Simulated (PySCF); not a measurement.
## Calculated data, CH5B3, CH4B2O, B2H3NSi, CH4AlB2

Calculation on a computer-drawn molecule: the log of a Hartree-Fock and frozen-core CCSD(T) single point meant for a local Hartree-Fock minimum, with one planted fault or none, to be diagnosed. Offsets are logged minus clean, where the clean run is the same molecule without the fault. The reference is restricted for singlets and unrestricted otherwise, and also for a bond in bohr or an excited solution. Adding or removing an electron swaps singlet and doublet. The excited solution moves the top pair (singlet) or top alpha electron (doublet) to the lowest empty orbital. Highest occupied and lowest empty are orbital energies over both spins, largest force is the largest gradient component, triples share is (T) over the correlation energy, the T1 limit is 0.02 restricted and 0.045 unrestricted, electrons count all cores, a negative frequency is imaginary (commonest isotopes), and the dipole is about the centre of nuclear charge. Program: PySCF 2.14.0.

Common to all runs: meant multiplicity 1; logged SCF converged yes; logged CC converged yes; logged SCF stable within its kind yes; possible faults no fault, one electron removed, one electron added, multiplicity raised by two, geometry at a saddle point, SCF held on an excited solution, minimal basis STO-3G, one bond length entered in bohr, all coordinates scaled.

(1) 
```xyz
9
formula=CH5B3 meant_charge=0 meant_basis=cc-pVDZ logged_electrons=25 logged_basis_functions=81 logged_spin_squared=0.7547 logged_highest_occupied=-18.311 logged_lowest_empty=-7.3475 logged_largest_force=0.057697 logged_T1_diagnostic=0.012283 logged_D1_diagnostic=0.037766 logged_triples_share=0.026246 logged_dipole_magnitude=1.4253 logged_energy_HF=-114.45178 logged_energy_CCSD(T)=-114.83153 planted_fault=one_electron_removed HF_energy_offset_from_clean_run=192.8 CCSD(T)_energy_offset_from_clean_run=226.9
B     -1.4223     0.3219     2.0985
B     -1.7161     0.1500     0.4548
C     -1.9699    -0.0996    -0.8885
B     -2.1491    -1.6221    -0.8326
H     -1.4201    -0.6262     2.8267
H     -1.2108     1.4081     2.5566
H     -2.0430     0.5009    -1.7799
H     -2.3915    -2.2843    -1.8044
H     -2.0448    -2.1925     0.2270
```

Units: logged_highest_occupied, logged_lowest_empty in eV; logged_largest_force in hartree/bohr; logged_dipole_magnitude in debye; logged_energy_HF, logged_energy_CCSD(T) in hartree; HF_energy_offset_from_clean_run, CCSD(T)_energy_offset_from_clean_run in kcal/mol.

Drawn bonds:
```
atom  other atom  order
   1           2      1
   2           3      2
   3           4      1
   1           5      1
   1           6      1
   3           7      1
   4           8      1
   4           9      1
```

(2) 
```xyz
8
formula=CH4B2O meant_charge=0 meant_basis=cc-pVDZ logged_electrons=28 logged_basis_functions=76 logged_spin_squared=2.0156 logged_highest_occupied=-6.3897 logged_lowest_empty=0.5112 logged_largest_force=0.11404 logged_T1_diagnostic=0.021109 logged_D1_diagnostic=0.097582 logged_triples_share=0.027105 logged_dipole_magnitude=5.6621 logged_energy_HF=-164.27965 logged_energy_CCSD(T)=-164.78055 planted_fault=multiplicity_raised_by_two HF_energy_offset_from_clean_run=34.41 CCSD(T)_energy_offset_from_clean_run=51.95
B     -2.1186     0.8286    -2.0087
B     -0.5337     0.6053    -1.6998
C      0.8122     0.4608    -1.2911
O      1.8558     0.0159    -2.0214
H     -2.8486     1.2492    -1.1530
H     -2.5862     0.5804    -3.0854
H      1.0281     0.7443    -0.2608
H      2.6443     0.0207    -1.5027
```

Units: logged_highest_occupied, logged_lowest_empty in eV; logged_largest_force in hartree/bohr; logged_dipole_magnitude in debye; logged_energy_HF, logged_energy_CCSD(T) in hartree; HF_energy_offset_from_clean_run, CCSD(T)_energy_offset_from_clean_run in kcal/mol.

Drawn bonds:
```
atom  other atom  order
   1           2      1
   2           3      2
   3           4      1
   1           5      1
   1           6      1
   3           7      1
   4           8      1
```

(3) 
```xyz
7
formula=B2H3NSi meant_charge=0 meant_basis=cc-pV(D+d)Z logged_electrons=34 logged_basis_functions=80 logged_spin_squared=2.0496 logged_highest_occupied=-6.3577 logged_lowest_empty=-1.4549 logged_largest_force=0.19963 logged_T1_diagnostic=0.063493 logged_D1_diagnostic=0.3401 logged_triples_share=0.038217 logged_dipole_magnitude=6.7932 logged_energy_HF=-394.36781 logged_energy_CCSD(T)=-394.80958 planted_fault=multiplicity_raised_by_two HF_energy_offset_from_clean_run=65.39 CCSD(T)_energy_offset_from_clean_run=71.87
B      0.6066    -1.3826    -2.8519
B      0.5454    -1.0845    -1.1916
N      0.4941    -0.8728     0.0444
Si     0.5348    -0.3809     1.6805
H     -0.2716    -1.0012    -3.5682
H      1.5281    -1.9786    -3.3267
H     -0.1951    -1.5801     2.2713
```

Units: logged_highest_occupied, logged_lowest_empty in eV; logged_largest_force in hartree/bohr; logged_dipole_magnitude in debye; logged_energy_HF, logged_energy_CCSD(T) in hartree; HF_energy_offset_from_clean_run, CCSD(T)_energy_offset_from_clean_run in kcal/mol.

Drawn bonds:
```
atom  other atom  order
   1           2      1
   2           3      2
   3           4      1
   1           5      1
   1           6      1
   4           7      1
```

Notes: T1 above single-reference limit.

(4) 
```xyz
8
formula=CH4AlB2 meant_charge=1 meant_basis=cc-pV(D+d)Z logged_electrons=32 logged_basis_functions=85 logged_spin_squared=0 logged_highest_occupied=-14.605 logged_lowest_empty=-4.1275 logged_largest_force=2.899e-05 logged_lowest_frequency=95.513 logged_T1_diagnostic=0.015787 logged_D1_diagnostic=0.040631 logged_triples_share=0.035438 logged_dipole_magnitude=3.3542 logged_energy_HF=-331.16982 logged_energy_CCSD(T)=-331.54795 planted_fault=no_fault HF_energy_offset_from_clean_run=0 CCSD(T)_energy_offset_from_clean_run=0
B      0.4205    -2.0231     0.4749
B      0.0953    -0.7906    -0.6388
C     -0.2163     0.2320    -1.5495
Al    -1.8867     0.9733    -1.7468
H      1.5260    -2.4593     0.5553
H     -0.4595    -2.4391     1.1644
H      0.5819     0.6197    -2.1872
H     -3.2872     1.5986    -1.9158
```

Units: logged_highest_occupied, logged_lowest_empty in eV; logged_largest_force in hartree/bohr; logged_lowest_frequency in cm⁻¹; logged_dipole_magnitude in debye; logged_energy_HF, logged_energy_CCSD(T) in hartree; HF_energy_offset_from_clean_run, CCSD(T)_energy_offset_from_clean_run in kcal/mol.

Drawn bonds:
```
atom  other atom  order
   1           2      1
   2           3      2
   3           4      1
   1           5      1
   1           6      1
   3           7      1
   4           8      1
```

(5) 
```xyz
8
formula=CH4AlB2 meant_charge=1 meant_basis=cc-pV(D+d)Z logged_electrons=32 logged_basis_functions=85 logged_spin_squared=0 logged_highest_occupied=-15.682 logged_lowest_empty=-4.1167 logged_largest_force=0.064803 logged_T1_diagnostic=0.013781 logged_D1_diagnostic=0.032902 logged_triples_share=0.031658 logged_dipole_magnitude=3.2105 logged_energy_HF=-331.10346 logged_energy_CCSD(T)=-331.47251 planted_fault=all_coordinates_scaled,by_-8.7_% HF_energy_offset_from_clean_run=41.64 CCSD(T)_energy_offset_from_clean_run=47.34
B      0.3839    -1.8471     0.4336
B      0.0870    -0.7219    -0.5832
C     -0.1975     0.2118    -1.4147
Al    -1.7225     0.8886    -1.5948
H      1.3932    -2.2453     0.5070
H     -0.4195    -2.2269     1.0631
H      0.5313     0.5658    -1.9970
H     -3.0012     1.4596    -1.7491
```

Units: logged_highest_occupied, logged_lowest_empty in eV; logged_largest_force in hartree/bohr; logged_dipole_magnitude in debye; logged_energy_HF, logged_energy_CCSD(T) in hartree; HF_energy_offset_from_clean_run, CCSD(T)_energy_offset_from_clean_run in kcal/mol.

Drawn bonds:
```
atom  other atom  order
   1           2      1
   2           3      2
   3           4      1
   1           5      1
   1           6      1
   3           7      1
   4           8      1
```

(6) 
```xyz
8
formula=CH4AlB2 meant_charge=1 meant_basis=cc-pV(D+d)Z logged_electrons=32 logged_basis_functions=28 logged_spin_squared=0 logged_highest_occupied=-12.562 logged_lowest_empty=0.040397 logged_largest_force=0.031458 logged_T1_diagnostic=0.017183 logged_D1_diagnostic=0.058457 logged_triples_share=0.023419 logged_dipole_magnitude=4.8946 logged_energy_HF=-327.2483 logged_energy_CCSD(T)=-327.45441
B      0.4205    -2.0231     0.4749
B      0.0953    -0.7906    -0.6388
C     -0.2163     0.2320    -1.5495
Al    -1.8867     0.9733    -1.7468
H      1.5260    -2.4593     0.5553
H     -0.4595    -2.4391     1.1644
H      0.5819     0.6197    -2.1872
H     -3.2872     1.5986    -1.9158
```

Units: logged_highest_occupied, logged_lowest_empty in eV; logged_largest_force in hartree/bohr; logged_dipole_magnitude in debye; logged_energy_HF, logged_energy_CCSD(T) in hartree.

Drawn bonds:
```
atom  other atom  order
   1           2      1
   2           3      2
   3           4      1
   1           5      1
   1           6      1
   3           7      1
   4           8      1
```

**Q.** CH4AlB2 (entry 6): planted fault?
**A.** minimal basis STO-3G

Further results for CH4AlB2 (entry 6):

| Quantity | Value |
| --- | --- |
| HF energy offset from clean run | 2461 kcal/mol |
| CCSD(T) energy offset from clean run | 2569 kcal/mol |
